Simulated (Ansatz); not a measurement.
A structure drawn as `NB1CS1`, with this starting geometry:

```xyz
8

N     0.922   -1.006   -0.859
B    -0.178   -0.220   -0.280
C    -0.648    0.515    1.001
S    -1.294    1.380   -0.237
H     0.678   -1.152   -1.925
H     1.804   -0.398   -0.914
H    -1.441   -0.074    1.609
H     0.157    0.955    1.604
```

The species carries charge 0 and has multiplicity 1.

Q: Relax it with Ansatz at PBE-D4/def2-SVP and then PBE0-D4/def2-TZVP. Is the drawn bonding still there?

A: Yes, every drawn bond is still there and no new one forms.

Q: Give the relaxed structure. (Estimate.)

A: The calculation gave: 
Z-matrix (Å, degrees):
```
C
B 1 1.529
S 1 1.871 2 61.7
H 1 1.086 2 121.3 3 101.9
H 1 1.086 2 121.3 3 -101.9
N 2 1.380 1 147.0 3 -180.0
H 6 1.005 2 123.0 1 -180.0
H 6 1.005 2 122.6 1 -0.0
```
All modes are real.

Atoms count as bonded under 1.1 times the sum of their covalent radii (H–H under 0.85 Å, pairs among N, O and F under 1.55 Å), and a drawn bond as lost past 1.3 times.
